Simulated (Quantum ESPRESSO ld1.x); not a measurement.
The aim is neutral boron in [He] 2s2 2p1. This ld1.x (Quantum ESPRESSO 7.5) run was made with `OMP_NUM_THREADS=1 ld1.x < ld1.in > ld1.out`. Can the result be used? Name any fault.

```
 &input
    zed=5.0,
    iswitch=1,
    rel=1,
    dft='PBE',
    config='[He] 2s2 2p1',
    tr2=1e-25,
    prefix='ld1',
    max_out_wfc=37,
    file_charge='ld1.rho',
 /
```

Output (excerpt):

```
     Program LD1 v.7.5 starts

     Message from routine scf:
     warning: convergence not achieved
     --------------------------- All-electron run ----------------------------

     scalar relativistic calculation

     atomic number is  5.00
     dft =PBE   lsd =0 sic =0 latt =0  beta=0.20 tr2=1.0E-25
     Exchange-correlation= PBE
                           (   1   4   3   4   0   0   0)
     mesh =1777 r(mesh) =  99.34137 a.u. xmin = -8.00 dx = 0.00800
     1 Ry =  13.60569312 eV, c = 137.03599908

     n l     nl                  e(Ry)          e(Ha)          e(eV)
     1 0     1S 1( 2.00)       -13.2731        -6.6366      -180.5902
     2 0     2S 1( 2.00)        -0.6941        -0.3470        -9.4431
     2 1     2P 1( 1.00)        -0.2651        -0.1326        -3.6069

     final scf error:  8.9E-19 reached in 201 iterations

     Etot =     -49.206523 Ry,     -24.603262 Ha,    -669.488853 eV

     Ekin =      49.037567 Ry,      24.518783 Ha,     667.190084 eV
     Encl =    -113.771425 Ry,     -56.885712 Ha,   -1547.939092 eV
     Eh   =      23.125813 Ry,      11.562906 Ha,     314.642714 eV
     Exc  =      -7.598478 Ry,      -3.799239 Ha,    -103.382559 eV
```

Answer. Yes, it can be used (usable despite the warning). The line at issue: tr2=1e-25. The threshold lies below the rounding noise, so the cycle runs to its limit and warns, but the energy differs from the sound run by less than 1e-5 hartree. The sound input gives -24.6033 hartree.
